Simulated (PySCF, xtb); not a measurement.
CH₁₀FNSi₃, SMILES F[SiH2]C[SiH2]N[SiH3].

GFN2-xTB (xtb 6.7.1) at its own geometry gives an orbital gap of 5.18 eV and a dipole moment of 1.99 D.

Coordinates come from a r2SCAN-D4/def2-SVP optimisation. This is a generated structure with no PubChem entry under its InChIKey; it may be hypothetical. One conformer was computed; it need not be the lowest.

### Question
What does HF/def2-TZVP run with PySCF give? (An estimate is asked for; the answer gives what the named calculation found.)

### Answer
gap 13.51 eV (levels -10.65 and 2.87 eV), dipole 2.31 D.
